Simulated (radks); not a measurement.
Values are calculated unless marked as measured or tabulated.
Question: The mean radii <r> (bohr) of the occupied orbitals of an atom or ion are listed with their occupations. Level of theory: Dirac Kohn-Sham, PBEsol, spin-unpolarised, spherical densities, finite nucleus; Fermi nuclear charge, rms radius of each element as measured or else 0.836 A^(1/3) + 0.57 fm (a radial shooting solver on a logarithmic mesh with Libxc functionals).

orbital  occ.      <r>
1s1/2       2  0.01967
2s1/2       2  0.08278
2p1/2       2  0.06873
2p3/2       4  0.07623
3s1/2       2   0.2164
3p1/2       2   0.2061
3p3/2       4   0.2202
3d3/2       4   0.1935
3d5/2       6   0.1979
4s1/2       2   0.4880
4p1/2       2   0.4957
4p3/2       4   0.5282
4d3/2       4   0.5536
4d5/2       6   0.5651
5s1/2       2    1.209
5p1/2       2    1.366
5p3/2       4    1.484
4f5/2       6   0.7741
6s1/2       1    3.534
4f7/2       8   0.7970

Name the element and its charge. Open shells, if any, are shared by 2j + 1.

Answer: Z = 70, ytterbium, charge +1: Yb+ in [Xe] 4f14 6s1. The 1s radius gives Z: for a bare nucleus <r> = (2 gamma + 1)/(2Z) with gamma = sqrt(1 - (Z/c)^2), 0.01942 bohr for Z = 70, and screening makes it slightly larger (0.01967 here). The occupations add up to 69, and the charge is Z minus that.
